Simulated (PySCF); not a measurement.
Computed shifts of a molecule C₃H₈FNSi, HF/pcSseg-1 run with PySCF, GIAO, gas phase, atoms alike by connectivity averaged where their shifts nearly agree, in ppm (number of nuclei): ¹³C: 164.8 (1), 94.5 (1), 25.8 (1). ¹⁵N: 363.2 (1). ¹⁹F: -179.8 (1). ²⁹Si: -53.1 (1). ¹H: 7.98 (1), 6.00 (1), 3.97 (3), 2.43 (3). References: ¹³C against TMS (σ = 192.6 ppm); ¹⁵N against NH3 (σ = 267.3 ppm); ¹⁹F against CFCl3 (σ = 238.5 ppm); ²⁹Si against TMS (σ = 393.8 ppm); ¹H against TMS (σ = 31.99 ppm), references at their B3LYP-D3(BJ)/def2-TZVP geometries, non-relativistic. Coordinates come from a ωB97X-D3(BJ)/def2-SVP optimisation. One conformer was computed; it need not be the lowest.

Identify the compound among the candidates.
(A) CC/N=C/[SiH2]F
(B) C/C=N/C[SiH2]F
(C) C/C=N\[Si@H](C)F
(D) C/C=N/[C@H](F)[SiH3]

D, C/C=N/[C@H](F)[SiH3]
